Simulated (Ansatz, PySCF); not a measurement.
C2H5OS, SMILES [CH2]S(C)=O, multiplicity 2. Atoms are numbered in the order given.

```xyz
9

C      1.1922    -0.5691     0.8827
S      0.1353    -0.1031    -0.4127
C     -1.4647    -0.5202     0.3545
O      0.1653     1.3786    -0.6082
H      1.2329    -1.6267     1.1605
H      2.0616     0.0771     1.0299
H     -1.5885     0.1180     1.2393
H     -1.4952    -1.5871     0.6152
H     -2.2282    -0.2861    -0.3992
```
Charge 0, spin multiplicity 2.

Coordinates come from a PBE0-D3(BJ)/def2-SVP optimisation. The isomer is the one that the SMILES or the coordinates give; other isomers of the formula were not compared.

Two levels are set side by side: PBE-D3(BJ)/def2-SVP (Ansatz, a first-principles code) and PBE0-D3(BJ)/def2-SVP (Ansatz). Each level has its own optimised geometry; the coordinates shown are those of the second. Frequencies come from the Hessian of PySCF at each geometry. Differences are taken from unrounded values.

```
quantity                            PBE0-D3(BJ)  PBE-D3(BJ)  PBE-D3(BJ) minus PBE0-D3(BJ)
----------------------------------  -----------  ----------  ----------------------------
mean bond length (Å)                      1.317       1.328                         0.012
bond C1–S2 (Å)                            1.736       1.741                         0.005
bond S2–C3 (Å)                            1.823       1.853                         0.030
bond S2–O4 (Å)                            1.495       1.511                         0.016
bond C1–H5 (Å)                            1.094       1.103                         0.009
bond C1–H6 (Å)                            1.093       1.102                         0.008
bond C3–H7 (Å)                            1.098       1.106                         0.008
bond C3–H8 (Å)                            1.099       1.107                         0.008
bond C3–H9 (Å)                            1.098       1.106                         0.008
highest harmonic wavenumber (cm⁻¹)         3305        3204                          -101
mean harmonic wavenumber (cm⁻¹)            1362        1316                           -46
zero-point energy (kcal/mol)              40.88       39.50                         -1.38
```

GGA bonds tend to be longer and softer than those of functionals with exact exchange. Differences between two approximate levels are no errors against the true value.
